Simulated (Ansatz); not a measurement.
## Molecular dynamics, step by step

H₃BrO (SMILES O.Br), closed shell, BLYP-D4/def2-SVP (Ansatz 0.2.0). Settings (timestep in fs, temperature in K; T counts 9 degrees of freedom):

```yaml
hamiltonian: {xc: {name: BLYP}, dispersion: d4}
md: {n_steps: 30, timestep: 0.75, temperature: 1000, ensemble: nve, seed: 321, initial_velocities: maxwell_boltzmann}
```

Start (the SMILES describes the start alone):

```
5
angstrom
O -0.3199 -0.1156 -0.8303
H -0.2446 0.7454 -1.2505
H 0.3218 -0.6800 -1.2698
Br 0.2745 0.0761 2.3811
H -0.0317 -0.0259 0.9695
```

```json
{"step": "0", "time (fs)": "0.00", "potential energy less the start (meV)": "0.0", "kinetic energy (meV)": "387.8", "T (K)": "1000"}
{"step": "2", "time (fs)": "1.50", "potential energy less the start (meV)": "138.6", "kinetic energy (meV)": "259.1", "T (K)": "668"}
{"step": "4", "time (fs)": "3.00", "potential energy less the start (meV)": "139.4", "kinetic energy (meV)": "252.9", "T (K)": "652"}
{"step": "6", "time (fs)": "4.50", "potential energy less the start (meV)": "155.2", "kinetic energy (meV)": "238.0", "T (K)": "614"}
{"step": "8", "time (fs)": "6.00", "potential energy less the start (meV)": "220.1", "kinetic energy (meV)": "176.7", "T (K)": "456"}
{"step": "10", "time (fs)": "7.50", "potential energy less the start (meV)": "137.2", "kinetic energy (meV)": "257.8", "T (K)": "665"}
{"step": "12", "time (fs)": "9.00", "potential energy less the start (meV)": "52.1", "kinetic energy (meV)": "335.5", "T (K)": "865"}
{"step": "14", "time (fs)": "10.50", "potential energy less the start (meV)": "196.9", "kinetic energy (meV)": "201.8", "T (K)": "520"}
{"step": "16", "time (fs)": "12.00", "potential energy less the start (meV)": "153.1", "kinetic energy (meV)": "237.6", "T (K)": "613"}
{"step": "18", "time (fs)": "13.50", "potential energy less the start (meV)": "193.5", "kinetic energy (meV)": "200.1", "T (K)": "516"}
{"step": "20", "time (fs)": "15.00", "potential energy less the start (meV)": "268.8", "kinetic energy (meV)": "127.6", "T (K)": "329"}
{"step": "22", "time (fs)": "16.50", "potential energy less the start (meV)": "208.5", "kinetic energy (meV)": "186.9", "T (K)": "482"}
{"step": "24", "time (fs)": "18.00", "potential energy less the start (meV)": "110.7", "kinetic energy (meV)": "278.0", "T (K)": "717"}
{"step": "26", "time (fs)": "19.50", "potential energy less the start (meV)": "208.3", "kinetic energy (meV)": "190.2", "T (K)": "490"}
{"step": "28", "time (fs)": "21.00", "potential energy less the start (meV)": "136.1", "kinetic energy (meV)": "255.0", "T (K)": "657"}
{"step": "30", "time (fs)": "22.50", "potential energy less the start (meV)": "149.2", "kinetic energy (meV)": "243.1", "T (K)": "627"}
```

Step 4, positions (Å) and forces (eV/Å):

| atom | x | y | z | Fx | Fy | Fz |
| --- | --- | --- | --- | --- | --- | --- |
| O1 | -0.309 | -0.110 | -0.831 | -1.658 | 2.549 | 0.348 |
| H2 | -0.351 | 0.771 | -1.356 | 0.548 | -2.079 | 0.778 |
| H3 | 0.278 | -0.754 | -1.202 | 1.082 | -0.520 | -1.040 |
| Br4 | 0.275 | 0.076 | 2.382 | -0.164 | -0.058 | -0.608 |
| H5 | -0.081 | -0.025 | 0.919 | 0.192 | 0.109 | 0.522 |

Step 14, positions (Å) and forces (eV/Å):

```csv
atom,x,y,z,Fx,Fy,Fz
O1,-0.296,-0.089,-0.823,-2.494,3.671,0.113
H2,-0.465,0.518,-1.614,0.149,-0.690,1.327
H3,0.211,-0.749,-1.193,2.308,-3.050,-1.459
Br4,0.275,0.074,2.383,0.089,-0.008,0.442
H5,-0.124,0.022,0.997,-0.053,0.077,-0.422
```

Step 18, positions (Å) and forces (eV/Å):

```csv
atom,x,y,z,Fx,Fy,Fz
O1,-0.298,-0.076,-0.817,0.996,-1.177,-2.564
H2,-0.487,0.406,-1.679,-0.108,-0.024,1.195
H3,0.259,-0.826,-1.253,-0.929,1.153,1.321
Br4,0.275,0.073,2.383,0.307,0.001,1.166
H5,-0.129,0.057,1.033,-0.266,0.047,-1.119
```

Last step (30):

O1  (-0.285, -0.060, -0.842)
H2  (-0.702, 0.266, -1.683)
H3  (0.268, -0.905, -0.996)
Br4  (0.276, 0.071, 2.386)
H5  (-0.164, 0.180, 0.960)
(Å)

The run took about 10 s on 2 CPU threads of an AMD EPYC 9R14 (shared host).
